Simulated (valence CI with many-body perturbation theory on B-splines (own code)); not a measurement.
Values are calculated unless marked as measured or tabulated.
From CI to CI+MBPT in Ba XXVI

Level of theory: configuration interaction combined with many-body perturbation theory (CI+MBPT): three valence electrons over a frozen Dirac-Fock core [Ar] 3d10, a basis of 11 s, 11 p, 9 d, 7 f, 5 g, 2 h, 1 i functions for each j, with the one-electron correlation potential Σ1 (screened to all orders), the two-electron term Σ2, the three-electron term Σ3, Breit, model QED; selected single and double excitations, second order for the rest (own B-spline code, finite nucleus).

No measured spectrum was set against this ion. As an estimate, levels hold to about 250 cm⁻¹ or 0.2 % of their energy and the worst to 1 %, as in measured heavy ions of charge 2 to 7; those with d or f electrons hold less well.

Each rung adds one term. CI alone is the Dirac-Coulomb CI over the frozen core; QED comes last and gives the full result, which names the levels. Energies are above (4s^2 4p1/2) J=1/2 on the same rung, in cm⁻¹.

Levels are named by their leading jj configuration (3d3/2^4 stands for four electrons in 3d with j = 3/2), which in mixed levels can hold well under half, so a name can repeat and another be missing. Letters in brackets count levels of one name in rising energy.

| Level | CI alone | Σ1 | Σ2 | Σ3 | Breit | QED | Full |
| --- | --- | --- | --- | --- | --- | --- | --- |
| (4s^2 4p3/2) J=3/2 | 172484 | +1024 | +391 | +6 | -2295 | +284 | 171894 |
| (4s 4p1/2^2) J=1/2 | 433355 | -107 | +2158 | +59 | +1951 | -2982 | 434435 |
| (4s 4p1/2 4p3/2) J=3/2 [a] | 551720 | +768 | +3883 | +98 | -80 | -2717 | 553672 |
| (4s 4p1/2 4p3/2) J=5/2 | 591362 | +838 | +2717 | +75 | -388 | -2680 | 591924 |
| (4s 4p1/2 4p3/2) J=3/2 [b] | 655765 | +864 | -161 | +32 | -380 | -2619 | 653502 |
| (4s 4p1/2 4p3/2) J=1/2 | 690287 | +800 | -5146 | -25 | +106 | -2771 | 683251 |
| (4s 4p3/2^2) J=5/2 | 753237 | +1702 | +2822 | +77 | -2424 | -2344 | 753070 |
| (4s 4p3/2^2) J=1/2 | 860714 | +1822 | -2510 | -43 | -2179 | -2457 | 855347 |
| (4s 4p3/2^2) J=3/2 | 869938 | +1713 | -5406 | -8 | -2275 | -2343 | 861619 |
| (4s^2 4d3/2) J=3/2 | 979536 | +607 | -5693 | -10 | -3562 | -360 | 970519 |
| (4s^2 4d5/2) J=5/2 | 1010070 | +845 | -5255 | -4 | -4566 | -156 | 1000930 |
| (4p1/2^2 4p3/2) J=3/2 | 1116180 | +619 | -2197 | +64 | +1839 | -5604 | 1110900 |
| (4p1/2 4p3/2^2) J=3/2 | 1249680 | +1484 | -732 | +114 | -390 | -5224 | 1244940 |
| (4p1/2 4p3/2^2) J=5/2 | 1253250 | +1398 | +1632 | +124 | -756 | -4997 | 1250660 |
| (4s 4p1/2 4d3/2) J=3/2 [a] | 1305400 | +211 | +2957 | +165 | -1490 | -3173 | 1304070 |
| (4p1/2 4p3/2^2) J=1/2 | 1322890 | +1641 | -2538 | +14 | -377 | -5299 | 1316330 |
| (4s 4p1/2 4d3/2) J=5/2 | 1335070 | +375 | +2220 | +157 | -1942 | -3157 | 1332720 |
| (4s 4p1/2 4d5/2) J=7/2 | 1386630 | +657 | +1784 | +155 | -2956 | -2965 | 1383300 |
| (4s 4p1/2 4d5/2) J=5/2 [a] | 1392980 | +542 | -1446 | +95 | -2395 | -3087 | 1386690 |
| (4s 4p1/2 4d3/2) J=3/2 [b] | 1397280 | +410 | -2082 | +82 | -1992 | -3076 | 1390630 |
| (4s 4p1/2 4d3/2) J=1/2 | 1401230 | +315 | -2987 | +71 | -1700 | -3086 | 1393840 |
| (4p3/2^3) J=3/2 | 1449900 | +2357 | -241 | +76 | -2780 | -4701 | 1444610 |
| (4s 4p1/2 4d5/2) J=5/2 [b] | 1457670 | +639 | -2116 | -13 | -2404 | -3145 | 1450640 |
| (4s 4p1/2 4d5/2) J=3/2 | 1481110 | +798 | -4290 | -24 | -2220 | -3322 | 1472050 |
| (4s 4p3/2 4d5/2) J=9/2 | 1500270 | +1501 | +4035 | +188 | -4953 | -2719 | 1498320 |
| (4s 4p3/2 4d3/2) J=1/2 [a] | 1524920 | +1212 | -263 | +101 | -3716 | -2817 | 1519440 |
| (4s 4p3/2 4d3/2) J=5/2 [a] | 1526640 | +1200 | -1221 | +99 | -3846 | -2847 | 1520030 |
| (4s 4p3/2 4d3/2) J=3/2 | 1530270 | +1238 | -994 | +94 | -3852 | -2838 | 1523920 |
| (4s 4p3/2 4d3/2) J=7/2 | 1531290 | +1293 | -971 | +110 | -4310 | -2782 | 1524630 |
| (4s 4p3/2 4d5/2) J=5/2 [a] | 1568280 | +1539 | -985 | +92 | -4722 | -2787 | 1561420 |
| (4s 4p3/2 4d5/2) J=3/2 [a] | 1591490 | +1271 | -5387 | +12 | -3714 | -2950 | 1580720 |

The middle columns are the shifts that each term adds.

(1) How does the ionisation energy move along the ladder, and which term matters most?

## Answers

(1) CI alone 847.73, + Σ1 849.28, + Σ2 849.11, + Σ3 849.07, + Breit 848.33, + QED 848.36 eV. The largest step is Σ1, 1.55 eV. NIST lists 846 ± 4 eV (theoretical).
